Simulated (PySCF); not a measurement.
Species: C6H8O2.
SMILES: `CCOC1=CC=CO1`

Torsions of this conformer, `[CH3:1][CH2:2][O:3][c:4]1[cH:5][cH:6][cH:7][o:8]1`: C1–C2–O3–C4 73°, C2–O3–C4–C5 -163°.

The closed-shell ground state was solved at several levels (PySCF, density fitting, gas phase, non-relativistic). Geometry: PBE0-D3(BJ)/def2-SVP, one conformer, isolated molecule.

```tsv
level	basis functions	HOMO (eV)	LUMO (eV)	gap (eV)	dipole (D)
PBE0/pcSseg-1	176	-5.82	0.77	6.59	1.36
B3LYP/pcJ-1	296	-5.60	0.54	6.14	1.30
CAM-B3LYP/def2-SVPD	230	-7.13	1.34	8.47	1.22
```

Q: What might KT2/pcSseg-1 (176 basis functions) give for the same quantities?

A: HOMO -4.75 eV, LUMO -0.18 eV, gap 4.57 eV, dipole 1.36 D.

Q: Over all these levels, which gives the widest orbital gap and which the narrowest?

A: CAM-B3LYP/def2-SVPD (range-separated hybrid) has the widest, 8.47 eV, and KT2/pcSseg-1 (GGA) the narrowest, 4.57 eV. Functional and basis both differ between the two, so the spread mixes both effects.

Q: How far do the dipole and the HOMO energy spread over the levels?

A: The dipole runs from 1.22 to 1.36 D (mean 1.31 D) and the HOMO from -7.13 to -4.75 eV.
